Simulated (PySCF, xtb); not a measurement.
F₃S, SMILES F[S](F)F, multiplicity 2.

The structure is a stationary point at PBE0-D3(BJ)/def2-TZVP. The geometry has at least one imaginary mode, so it is a saddle point at that level. The isomer is the one that the SMILES or the coordinates give; other isomers of the formula were not compared.

Method: C-PCM-ωB97X/def2-SVP (PySCF 2.14.0).

The values are the electrostatic part of the solvation free energy, E(continuum) − E(gas) at the gas-phase geometry, in a cavity of scaled van der Waals radii (PySCF's table); cavitation and dispersion terms are not included. The dipole moment in vacuum is 0.72 D.

```tsv
solvent	ε	ΔG(elec) (kcal/mol)	dipole (D)
water	78.36	-3.4	0.87
2-propanol	19.26	-3.2	0.86
diethylether	4.24	-2.5	0.83
```

For comparison, GFN2-xTB/ALPB(water) (xtb, at the GFN2-xTB geometry, all terms of that model) gives -8.7 kcal/mol.
